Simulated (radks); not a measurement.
The numbers below are computed, except where a source is named.
Problem. Valence configurations of the gadolinium ion Gd3+ (all share [Xe]). Level of theory: scalar-relativistic Kohn-Sham, SCAN, spin-polarised, spherical densities, finite nucleus; open shells are filled with parallel spins first (spin-orbit coupling, left out, can overturn this in heavy ions); meta-GGA in the generalised Kohn-Sham scheme; Fermi nuclear charge, rms radius 5.1569 fm (a radial shooting solver on a logarithmic mesh with Libxc functionals). Order these by energy: 4f5 6s1 6p1; 4f6 6p1; 4f5 5d2; 4f6 5d1; 4f5 6p2; 4f4.5 5d2.5; 4f7; 4f5.5 6p1.5.

Solution. From the lowest, in eV above it: 4f7 0.000; 4f6 5d1 13.595; 4f6 6p1 23.054; 4f5 5d2 32.482; 4f5.5 6p1.5 37.887; 4f4.5 5d2.5 44.061; 4f5 6s1 6p1 48.620; 4f5 6p2 55.171. NIST lists [Xe] 4f7 as the ground configuration; this level of theory agrees among the configurations tried. The energies are those of spherical high-spin densities, not of single terms. No valid solution was reached for [Xe] 4f6 6s1; [Xe] 4f5 6s2.
